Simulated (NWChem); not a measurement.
System: BNH4O; SMILES NBO

```xyz
7

B     -0.4917    -0.0570     0.0000
H     -1.7017    -0.0700     0.0000
O      0.1346    -1.2702     0.0000
H      1.0950    -1.2137     0.0000
N      0.1805     1.1786     0.0000
H     -0.3244     2.0532     0.0000
H      1.1858     1.2936     0.0000
```
Atoms are numbered in this order, from 1.

Program: NWChem. Pople sets run with spherical d functions. Geometry: optimised at PBE0/def2-SVP. Vzz is the largest principal value of the second derivative of the potential at the nucleus (NWChem prints the opposite sign); η is the asymmetry. Non-relativistic.

```json
[
 {"level": "Hartree-Fock/6-31G*", "Vzz B1 (a.u.)": "0.354", "η B1": "0.30", "Vzz O3 (a.u.)": "1.438", "η O3": "0.33", "Vzz N5 (a.u.)": "-0.813", "η N5": "0.51"},
 {"level": "Hartree-Fock/cc-pVTZ", "Vzz B1 (a.u.)": "0.390", "η B1": "0.22", "Vzz O3 (a.u.)": "1.427", "η O3": "0.27", "Vzz N5 (a.u.)": "-0.772", "η N5": "0.59"},
 {"level": "CAM-B3LYP/cc-pVTZ", "Vzz B1 (a.u.)": "0.360", "η B1": "0.30", "Vzz O3 (a.u.)": "1.350", "η O3": "0.24", "Vzz N5 (a.u.)": "-0.748", "η N5": "0.56"},
 {"level": "CAM-B3LYP/def2-TZVP", "Vzz B1 (a.u.)": "0.363", "η B1": "0.30", "Vzz O3 (a.u.)": "1.349", "η O3": "0.23", "Vzz N5 (a.u.)": "-0.728", "η N5": "0.59"}
]
```
